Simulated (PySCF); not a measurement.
These 3 structures share the formula CH7ClSi2. The calculation used PBE0-D3(BJ)/def2-SVP geometry optimisation, gas phase in PySCF. One conformer each; no zero-point energy, no entropy. No frequencies were run at this level. Point groups hold within 0.08 Å.

**Question.** Rank from lowest to highest electronic energy at this level (kcal/mol).
A. `[SiH3:1][SiH2:2][CH2:3][Cl:4]` with Si1–Si2–C3–Cl4 180°
B. `[SiH3]C([SiH3])Cl`
C. `[CH3:1][SiH2:2][SiH2:3][Cl:4]` with C1–Si2–Si3–Cl4 -179°

**Answer.** C (0.0), A (39.0), B (41.1).

As drawn, the lowest has an Si–Si bond, which the highest lacks. Neighbours under 2.5 kcal/mol apart ([SiH3][SiH2]CCl and [SiH3]C([SiH3])Cl) can change places with a better method, another conformer or zero-point energy.

| SMILES | E (Eh) | E rel (kcal/mol) | dipole (D) | point group | A, B, C (MHz) |
| --- | --- | --- | --- | --- | --- |
| C[SiH2][SiH2]Cl | -1080.75384 | 0.0 | 2.44 | Cs | 9178, 1327, 1201 |
| [SiH3][SiH2]CCl | -1080.69167 | 39.0 | 1.50 | Cs | 12758, 1097, 1042 |
| [SiH3]C([SiH3])Cl | -1080.68837 | 41.1 | 1.31 | Cs | 3107, 2772, 1575 |
